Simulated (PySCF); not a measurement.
C8H8: calculation against experiment

**The experiment to reproduce.**

NIST CCCBDB Release 22 (SRD 101), experimental polarizabilities lists, for the gas: mean polarisability 14.409 Å³.

The runs below try to reproduce these values; the comparison stands at the end.

Compound: C8H8.
SMILES with atom numbers: `[CH2:1]=[CH:2][c:3]1[cH:4][cH:5][cH:6][cH:7][cH:8]1` (hydrogens: H9, H10 on C1; H11 on C2; H12 on C4; H13 on C5; H14 on C6; H15 on C7; H16 on C8)

Cartesian coordinates in Å at the PBE0-D3(BJ)/def2-SVP level; atoms count from 1:
```
atom  x, y, z in Å
C1    -2.3337    0.5626    1.3314
C2    -1.6280   -0.3718    0.6839
C3    -0.2669   -0.2446    0.1477
C4     0.3199   -1.3491   -0.4880
C5     1.6087   -1.2802   -1.0111
C6     2.3407   -0.0994   -0.9089
C7     1.7707    1.0096   -0.2800
C8     0.4847    0.9389    0.2414
H9    -1.9381    1.5623    1.5311
H10   -3.3450    0.3545    1.6879
H11   -2.0926   -1.3515    0.5232
H12   -0.2507   -2.2785   -0.5703
H13    2.0432   -2.1544   -1.5014
H14    3.3520   -0.0401   -1.3178
H15    2.3371    1.9402   -0.1968
H16    0.0557    1.8173    0.7285
```

Runs made with PySCF (gas phase, on this PBE0-D3(BJ)/def2-SVP geometry; no spin–orbit coupling):

| level | job | basis functions | wall time |
| --- | --- | --- | --- |
| wB97X-D/def2-SVPD | 6 singlets by full TDDFT, polarisability, dynamic polarisability | 224 | 54 s |

Hardware: Arm Neoverse V1, one thread, shared host.

Results beside the measurements:

**Mean polarisability.** Measured: 14.409 Å³ (NIST CCCBDB Release 22 (SRD 101), experimental polarizabilities).

```json
{"level": "wB97X-D/def2-SVPD", "computed (Å³)": "14.373", "computed − measured (Å³)": "-0.036", "% (from the printed values)": "0"}
```

The computed values are static and purely electronic, with core orbitals frozen in the response (1 au = 0.148185 Å³). The table of measured values doesn't say here whether a value is static or optical, or holds a vibrational part.

No measured geometry was used, and the causes of the misses weren't examined.
